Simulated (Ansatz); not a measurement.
`[SiH3][SnH]([SiH3])[SiH3]` + `[OH][Ge][Cl]` → `[SiH3][O][Ge][Cl]` + `[SiH3][SnH2][SiH3]` at 500 K and 1 bar (cleavage of the Si–Sn bond).

Program: Ansatz. Geometries: PBE0-D4/def2-TZVP. ΔE: electronic, gas phase. CCSD(T)/CBS is the MP2 limit (def2-TZVPP, def2-QZVPP) plus CCSD(T) − MP2 in def2-TZVPP, frozen cores. Elements past krypton have def2 core potentials. For Ge, Sn outer-core shells are correlated without core-valence functions, which leaves a few kJ/mol of doubt a bond. Scalar relativity is left out up to krypton. Each species was taken in one conformer, which may not be the lowest.

```json
{"species": "`[SiH3][SnH]([SiH3])[SiH3]`", "CCSD(T)/CBS energy (Eh)": "-1087.27117", "H − E (kJ/mol)": "281.9", "S (J/(mol·K))": "542.2"}
{"species": "`[OH][Ge][Cl]`", "CCSD(T)/CBS energy (Eh)": "-2611.73425", "H − E (kJ/mol)": "64.8", "S (J/(mol·K))": "325.3"}
{"species": "`[SiH3][O][Ge][Cl]`", "CCSD(T)/CBS energy (Eh)": "-2902.05095", "H − E (kJ/mol)": "120.4", "S (J/(mol·K))": "404.8"}
{"species": "`[SiH3][SnH2][SiH3]`", "CCSD(T)/CBS energy (Eh)": "-796.97679", "H − E (kJ/mol)": "218.2", "S (J/(mol·K))": "453.5"}
```

H − E and S are ideal-gas, rigid-rotor, harmonic terms from PBE0-D4/def2-TZVP, for one conformer and one mirror image of each species. 1 Eh = 2625.50 kJ/mol, R = 8.31446 J/(mol·K).

By hand: ΔE, ΔH, ΔS and ΔG.

ΔE = (-2902.05095) + (-796.97679) − (-1087.27117) − (-2611.73425) = -0.02232 Eh = -58.6 kJ/mol. Δ(H − E) = 120.4 + 218.2 − 281.9 − 64.8 = -8.1, so ΔH = -66.7 kJ/mol. ΔS = 404.8 + 453.5 − 542.2 − 325.3 = -9.2 J/(mol·K). ΔG = -66.7 − 500 × (-9.2)/1000 = -62.1 kJ/mol.

By hand: the equilibrium constant, and the temperature at which ΔG would vanish if ΔH and ΔS stayed fixed.

log₁₀ K = −ΔG/(RT ln 10) = 6.5. ΔG = 0 at ΔH/ΔS = 7250 K, far beyond where these terms or the molecules hold.

The number of gas molecules stays the same, so ΔS is small and ΔH decides. A doubt of 5 kJ/mol in ΔE shifts log₁₀ K by 0.5 here. Other conformers and mirror images would add mixing entropy, several J/(mol·K) or more a flexible species. Modes under 60 cm⁻¹, often nearly free rotors, make the harmonic entropy too high. These are equilibria of isolated gas molecules and say nothing of rates. Largest T1 diagnostic: 0.014 (customary marks: 0.02 for closed shells, 0.045 for open ones).
